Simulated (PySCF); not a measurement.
A PySCF script (with the pyscf-properties extension) for the NMR shieldings of `CSc1ccncc1`, C6H7NS, on a GFN2-xTB geometry:

```python
import basis_set_exchange as bse
import numpy as np
from pyscf import gto, dft
from pyscf.prop import nmr

atoms = """
C     2.721373    0.272573   -0.157336
S     1.636492   -1.176621   -0.292871
C     0.019851   -0.514657   -0.077287
C    -1.049407   -1.407587   -0.151665
C    -2.330469   -0.918434    0.015903
N    -2.605250    0.357603    0.239894
C    -1.588756    1.197396    0.305399
C    -0.261315    0.825646    0.159106
H     2.628898    0.714092    0.830735
H     3.730110   -0.102302   -0.301017
H     2.481865    0.990141   -0.936618
H    -0.868812   -2.454229   -0.338733
H    -3.185040   -1.580189   -0.031982
H    -1.847261    2.233211    0.484699
H     0.513305    1.571348    0.229860
"""
names = dict.fromkeys(["C", "S", "N", "H"], "pcSseg-1")
basis = {el: gto.basis.parse(bse.get_basis(n, elements=[el], fmt="nwchem")) for el, n in names.items()}
mol = gto.M(atom=atoms, basis=basis, charge=0, verbose=0)
mf = dft.RKS(mol, xc="PBE0")
mf.grids.level = 2
mf.grids.alignment = dft.numint.BLKSIZE   # the property module wants whole blocks of grid points
mf.conv_tol = 1e-9
mf.kernel()

calc = nmr.RKS(mf)   # GIAO
C = mf.mo_coeff
Co = C[:, mf.mo_occ > 0]
resp = mf.gen_response(singlet=True, hermi=2)
def vind(x):   # induced exchange potential for any number of trial vectors
    d = np.einsum("pi,xij,qj->xpq", C, 2 * x.reshape(-1, C.shape[1], Co.shape[1]), Co, optimize=True)
    return np.einsum("xpq,pi,qj->xij", resp(d - d.transpose(0, 2, 1)), C, Co, optimize=True).ravel()
mo1, _ = nmr.rhf.solve_mo1(calc, with_cphf=vind)
sigma = calc.kernel(mo1)
for i, s in enumerate(sigma):   # ppm
    w = np.linalg.eigvalsh((s + s.T) / 2)
    print("%2d %-2s iso %8.1f  s11 %8.1f  s22 %8.1f  s33 %8.1f" % (i, mol.atom_pure_symbol(i), w.mean(), *w))
```

Question: Give the expected output.

Answer: 
```
 0 C  iso    169.1  s11    161.2  s22    162.8  s33    183.3
 1 S  iso    484.2  s11    335.2  s22    408.2  s33    709.2
 2 C  iso     28.3  s11    -58.9  s22    -14.7  s33    158.5
 3 C  iso     61.7  s11    -45.0  s22     63.6  s33    166.5
 4 C  iso     32.7  s11    -74.5  s22     27.7  s33    145.0
 5 N  iso    -74.6  s11   -373.8  s22   -158.6  s33    308.8
 6 C  iso     31.1  s11    -78.2  s22     27.2  s33    144.3
 7 C  iso     67.0  s11    -42.4  s22     64.0  s33    179.4
 8 H  iso     29.2  s11     24.6  s22     26.6  s33     36.4
 9 H  iso     29.4  s11     24.2  s22     26.7  s33     37.4
10 H  iso     29.3  s11     24.7  s22     26.7  s33     36.4
11 H  iso     24.5  s11     20.9  s22     22.6  s33     30.1
12 H  iso     23.0  s11     19.0  s22     23.0  s33     27.1
13 H  iso     22.9  s11     18.7  s22     22.6  s33     27.5
14 H  iso     24.9  s11     20.9  s22     22.8  s33     31.2
```

These numbers come from an equivalent density-fitted implementation of the same equations, which agrees with the script to about 0.01 ppm for H and up to a few tenths of a ppm for heavy atoms, so last digits may differ.

Question: Turn these shieldings into chemical shifts. δ = σ(ref) − σ, references computed at the same level: TMS for ¹³C (σref 186.93), ¹H (σref 31.72); ³³S (σref 503.73) against CS2; ¹⁵N (σref 267.73) against NH3.

Answer: Averaging equivalent atoms: C 2: 158.6; C 4/6: 155.0; C 3/7: 122.6; C 0: 17.8; S 1: 20; N 5: 342.3; H 12/13: 8.74; H 11/14: 7.00; H 8/9/10: 2.41 ppm. Experimental scales use liquid or dissolved standards, which lie at an offset from isolated NH3 (liquid NH3: subtract about 20 ppm). Unscaled 15N shifts of sp2 nitrogen come out 20 to 40 ppm too high even then.

Size and cost of the density-fitted run: 178 basis functions, 26 s wall time on 1 thread of an Intel Xeon, shared host; peak memory 1.2 GiB.
